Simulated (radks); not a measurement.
Results of a calculation; reference values are marked as such.
Neutral terbium inside a hard spherical wall (all orbitals vanish at R), configuration held at [Xe] 4f9 6s2 and not refilled when levels cross. Level of theory: scalar-relativistic Kohn-Sham, PBE, spin-polarised, spherical densities, finite nucleus; open shells are filled with parallel spins first (spin-orbit coupling, left out, can overturn this in heavy ions); Fermi nuclear charge, rms radius 5.06 fm (a radial shooting solver on a logarithmic mesh with Libxc functionals). Eigenvalues in eV for spin up, with the zero of energy where the potential of the charges vanishes at infinity; a dash marks a level that is unbound or too diffuse for the functional's potential to be trusted. A positive occupied level is held by the wall or, in an anion where self-interaction has pushed it up, behind a barrier. The pressure on the wall is -dE/dV.

R (bohr) = free: E (hartree) -11708.1829; kinetic (hartree) 12599.446; e(5s) -48.408; e(5p) -25.522; e(4f) -4.467; e(6s) -3.781; e(5d, empty) -1.477; e(6p, empty) -1.198; pressure (GPa) 0
R (bohr) = 15: E (hartree) -11708.1829; kinetic (hartree) 12599.447; e(5s) -48.404; e(5p) -25.518; e(4f) -4.464; e(6s) -3.779; e(5d, empty) -1.474; e(6p, empty) -1.182; pressure (GPa) 0.000220
R (bohr) = 6: E (hartree) -11708.0674; kinetic (hartree) 12599.999; e(5s) -46.035; e(5p) -23.213; e(4f) -2.101; e(6s) -1.064; e(5d, empty) 0.891; e(6p, empty) 3.545; pressure (GPa) 7.04
R (bohr) = 4: E (hartree) -11707.2811; kinetic (hartree) 12602.958; e(5s) -40.574; e(5p) -18.047; e(4f) 3.825; e(6s) 11.057; e(5d, empty) 7.784; e(6p, empty) 20.936; pressure (GPa) 157
R (bohr) = 3: E (hartree) -11704.6835; kinetic (hartree) 12612.636; e(5s) -30.675; e(5p) -7.873; e(4f) 15.695; e(6s) 41.828; e(5d, empty) 22.333; e(6p, empty) 59.483; pressure (GPa) 1410
R (bohr) = 2: E (hartree) -11686.5479; kinetic (hartree) 12672.391; e(5s) 12.857; e(5p) 42.757; e(4f) 61.816; e(6s) 192.29; e(5d, empty) 90.151; e(6p, empty) 227.69; pressure (GPa) 27100
R (bohr) = 1.5: E (hartree) -11636.7196; kinetic (hartree) 12821.562; e(5s) 115.83; e(5p) 161.99; e(4f) 137.44; e(6s) 495.85; e(5d, empty) 233.70; e(6p, empty) 548.63; pressure (GPa) 200000
